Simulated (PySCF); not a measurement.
From a computed spectrum to the compound

A species of 10 atoms with charge 2 has these harmonic modes (PBE0, small Gaussian bases with core potentials, PySCF 2.14.0):

| cm⁻¹ | km/mol | symmetry |
| --- | --- | --- |
| -19 | – | a2 |
| 29 | 2.1 | e |
| 29 | 2.1 | e |
| 79 | 0.1 | e |
| 79 | 0.1 | e |
| 133 | 0.0 | a1 |
| 283 | 0.0 | a1 |
| 293 | 11.1 | e |
| 293 | 11.1 | e |
| 496 | 0.0 | a2 |
| 512 | 19.4 | e |
| 512 | 19.4 | e |
| 531 | 240.7 | e |
| 531 | 240.7 | e |
| 535 | 733.0 | a2 |
| 1679 | 153.7 | e |
| 1679 | 153.7 | e |
| 1680 | 0.0 | a1 |
| 3766 | 323.4 | e |
| 3766 | 323.4 | e |
| 3771 | 0.0 | a1 |
| 3826 | 269.6 | a2 |
| 3827 | 245.1 | e |
| 3827 | 245.1 | e |

(1) Which species is it, and in which structure?

## Answers

(1) [Sm(H2O)3]2+ (singlet in the valence; each metal's 4f electrons, 6 of them, lie in its core potential, out of spins and levels):
```xyz
10

Sm    0.0000    0.0000    0.0000
O     2.5082    0.0000    0.0000
H     3.1099    0.6157    0.4533
H     3.1099   -0.6157   -0.4533
O    -1.2541    2.1721    0.0000
H    -2.0881    2.3854    0.4533
H    -1.0217    3.0011   -0.4533
O    -1.2541   -2.1721    0.0000
H    -1.0218   -3.0011    0.4533
H    -2.0882   -2.3854   -0.4533
```
 Negative wavenumbers this small are taken as noise. An lcecp potential fixes the number of 4f electrons, so in runs with it no electron can move into or out of that shell.
 Other answers can fit too; this one was computed.
